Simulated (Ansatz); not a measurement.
Reaction (ligand exchange at the Si–C bond): `CC([SiH3])(Cl)Cl` + `[NH2][SnH3]` → `[SiH3][NH][SnH3]` + `CC(Cl)Cl`

Computed with Ansatz on PBE0-D4/def2-TZVP structures; ΔE is electronic, products minus reactants. CCSD(T)/CBS is the MP2 limit (def2-TZVPP, def2-QZVPP) plus CCSD(T) − MP2 in def2-TZVPP, frozen cores. DFT in def2-TZVPP. def2 core potentials past Kr. For Sn outer-core shells are correlated without core-valence functions, which leaves a few kJ/mol of doubt a bond.

**Question.** Is it downhill or uphill in electronic energy at CCSD(T)/CBS, and by how much? (Estimate.)

**Answer.** The calculation gave: Downhill: ΔE = -70.4 kJ/mol.

**Question.** What do these levels give: LDA (SPW92), revPBE-D4, BLYP-D4, r2SCAN0-D4, ωB97X-V, revPBE, PBE0, HF/def2-SVP, MP2/def2-TZVPP, SCS-MP2/def2-TZVPP, HF/def2-QZVPP, HF/CBS(def2)? (Estimate.)

**Answer.** Computed: LDA (SPW92) -59.5, revPBE-D4 -57.5, BLYP-D4 -63.4, r2SCAN0-D4 -72.2, ωB97X-V -70.9, revPBE -64.8, PBE0 -69.7, HF/def2-SVP -89.0, MP2/def2-TZVPP -69.7, SCS-MP2/def2-TZVPP -73.9, HF/def2-QZVPP -95.3, HF/CBS(def2) -95.5 kJ/mol.

Largest T1 diagnostic among the species: 0.013.

The D4 term adds +5.8 kJ/mol with B3LYP and +3.1 kJ/mol with PBE0; it sums over pairs of atoms, weighted by their polarisabilities, and B3LYP, whose exchange is more repulsive, gets the larger term. From r2SCAN to r2SCAN0 (25 % exact exchange), in def2-TZVPP and without D4, ΔE moves by −4.6 kJ/mol.

B3LYP here is the variant with VWN-RPA as its local correlation; programs differ in this.
